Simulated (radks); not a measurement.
Tb16+, 49 electrons, occupied as [Kr] 4d10 4f3. Calculated with a radial shooting solver on a logarithmic mesh with Libxc functionals: non-relativistic Kohn-Sham, LDA (Slater exchange, Perdew-Wang correlation), spin-unpolarised, spherical densities, point nucleus; relativity is left out, which matters for an element this heavy.

Unscreened Slater integrals over Kohn-Sham orbitals (eV).

F0(4f,4f): 40.509
F2(4f,4f): 20.728
F4(4f,4f): 13.343
F6(4f,4f): 9.7023
F0(4f,4d): 40.897
F2(4f,4d): 20.536
F4(4f,4d): 13.359
G1(4f,4d): 23.389
G3(4f,4d): 15.282
G5(4f,4d): 10.980
F0(4f,4p): 41.425
F2(4f,4p): 21.070
G2(4f,4p): 18.099
G4(4f,4p): 12.810
F0(4f,4s): 41.730
G3(4f,4s): 15.048
F0(4d,4d): 41.727
F2(4d,4d): 21.388
F4(4d,4d): 14.422
F0(4d,4p): 42.232
F2(4d,4p): 21.843
G1(4d,4p): 27.473
G3(4d,4p): 17.404
F0(4d,4s): 42.518
G2(4d,4s): 21.291
F0(4p,4p): 42.825
F2(4p,4p): 22.537
F0(4p,4s): 43.119
G1(4p,4s): 29.424
F0(4s,4s): 43.432

Derived for the open shells (J is the average intra-shell exchange parameter used in DFT+U). 4f: F4/F2 = 0.644, F6/F2 = 0.468, J = (286 F2 + 195 F4 + 250 F6)/6435 = 1.703 eV.
